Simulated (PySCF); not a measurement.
## Fractional electron number in N+ (nitrogen, charge +1)

The 2p alpha orbital of [He] 2s2 2p2 is emptied in steps (occupation f), with all orbitals relaxed, ending at [He] 2s2 2p1. All numbers are calculated (PySCF 2.14, no relativity, point nucleus, in def2-TZVP (5s3p2d1f, 31 functions)). The exact energy is a straight line in f; departures are measured from the line between the end points of the same method.

| f | UHF (eV) | LDA (eV) | PBE (eV) | PBE0 (eV) | r2SCAN (eV) | LC-wPBE (eV) | BHandHLYP (eV) | wB97X (eV) | M06-2X (eV) | B3LYP (eV) |
| --- | --- | --- | --- | --- | --- | --- | --- | --- | --- | --- |
| 1 | 0.000 | 0.000 | 0.000 | 0.000 | 0.000 | 0.000 | 0.000 | 0.000 | 0.000 | 0.000 |
| 0.8 | 0.183 | -1.298 | -1.266 | -0.909 | -1.172 | -0.451 | -0.555 | -0.480 | -0.603 | -0.986 |
| 0.6 | 0.267 | -1.958 | -1.905 | -1.364 | -1.747 | -0.675 | -0.831 | -0.716 | -0.920 | -1.480 |
| 0.4 | 0.261 | -1.967 | -1.906 | -1.361 | -1.730 | -0.671 | -0.829 | -0.706 | -0.936 | -1.477 |
| 0.2 | 0.170 | -1.314 | -1.267 | -0.903 | -1.136 | -0.441 | -0.550 | -0.458 | -0.623 | -0.981 |
| 0 | 0.000 | 0.000 | 0.000 | 0.000 | 0.000 | 0.000 | 0.000 | 0.000 | 0.000 | 0.000 |

| method | E(f=0) − E(f=1) (eV) | −ε at f=1 (eV) | −ε at f=0.4 (eV) |
| --- | --- | --- | --- |
| UHF | 29.209 | 30.380 | 28.962 |
| LDA | 30.051 | 21.997 | 31.655 |
| PBE | 29.900 | 22.020 | 31.496 |
| PBE0 | 29.912 | 24.242 | 31.067 |
| r2SCAN | 30.138 | 22.794 | 31.688 |
| LC-wPBE | 30.093 | 27.284 | 30.685 |
| BHandHLYP | 29.841 | 26.376 | 30.548 |
| wB97X | 29.748 | 26.745 | 30.406 |
| M06-2X | 29.700 | 25.985 | 30.421 |
| B3LYP | 30.001 | 23.853 | 31.252 |

Orbital energy along the path (eV):

```tsv
f	UHF	LDA	PBE	PBE0	r2SCAN	LC-wPBE	BHandHLYP	wB97X	M06-2X	B3LYP
1	-30.380	-21.997	-22.020	-24.242	-22.794	-27.284	-26.376	-26.745	-25.985	-23.853
0.8	-29.871	-25.143	-25.127	-26.498	-25.769	-28.400	-27.761	-27.955	-27.392	-26.297
0.6	-29.400	-28.369	-28.296	-28.780	-28.749	-29.541	-29.156	-29.185	-28.847	-28.770
0.4	-28.962	-31.655	-31.496	-31.067	-31.688	-30.685	-30.548	-30.406	-30.421	-31.252
0.2	-28.553	-34.971	-34.680	-33.328	-34.502	-31.788	-31.919	-31.548	-32.104	-33.707
0	-28.168	-38.267	-37.765	-35.509	-37.090	-32.783	-33.250	-32.476	-33.412	-36.084
```

Reference removal energy between the ground levels: 29.601 eV (semi-empirical (NIST evaluation); NIST Atomic Spectra Database, ionization energies). The calculation has no spin-orbit coupling. UHF lacks correlation.
